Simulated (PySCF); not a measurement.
FIn, singlet, geometry from GFN2-xTB (such geometries of metal compounds can be far from the true shape) (all electrons, no relativity). Base run: PBE/3-21G (PySCF).

The PySCF input:
```python
from pyscf import gto, scf, dft

mol = gto.Mole()
mol.atom = '''
    In   -0.000000   -0.000000   -0.314215
    F     0.000000    0.000000    1.710724
'''
mol.basis = '3-21g'
mol.charge = 0
mol.spin = 0
mol.verbose = 4
mol.build()

mf = dft.RKS(mol)
mf.xc = 'pbe'
mf.kernel()
mf.analyze()
```

Each row names what was changed in the base input (with any setting that the change needs).

```json
[
 {"change": "base", "ΔE vs base (µEh)": "0.0", "SCF cycles": "10", "outcome": "converged"},
 {"change": "init_guess = huckel", "ΔE vs base (µEh)": "0.0", "SCF cycles": "12", "outcome": "converged"},
 {"change": "conv_tol = 1e-4", "ΔE vs base (µEh)": "0.1", "SCF cycles": "8", "outcome": "converged"},
 {"change": "init_guess = vsap", "ΔE vs base (µEh)": "0.0", "SCF cycles": "12", "outcome": "converged"},
 {"change": "diis = off (with mf.max_cycle = 100)", "ΔE vs base (µEh)": "-", "SCF cycles": "100", "outcome": "not converged"},
 {"change": "level_shift = 0.3 (with mf.max_cycle = 100)", "ΔE vs base (µEh)": "0.0", "SCF cycles": "22", "outcome": "converged"},
 {"change": "level_shift = 0.5 (with mf.max_cycle = 100)", "ΔE vs base (µEh)": "0.0", "SCF cycles": "33", "outcome": "converged"},
 {"change": "damp = 0.5; diis_start_cycle = 5", "ΔE vs base (µEh)": "0.0", "SCF cycles": "17", "outcome": "converged"},
 {"change": "diis = off; damp = 0.3 (with mf.diis_start_cycle = 200; with mf.max_cycle = 150)", "ΔE vs base (µEh)": "-", "SCF cycles": "150", "outcome": "not converged"},
 {"change": "conv_tol = 1e-11", "ΔE vs base (µEh)": "0.0", "SCF cycles": "10", "outcome": "converged"},
 {"change": "conv_tol = 1e-7", "ΔE vs base (µEh)": "0.0", "SCF cycles": "9", "outcome": "converged"},
 {"change": "diis_space = 2", "ΔE vs base (µEh)": "0.0", "SCF cycles": "15", "outcome": "converged"},
 {"change": "init_guess = atom", "ΔE vs base (µEh)": "0.0", "SCF cycles": "10", "outcome": "converged"}
]
```
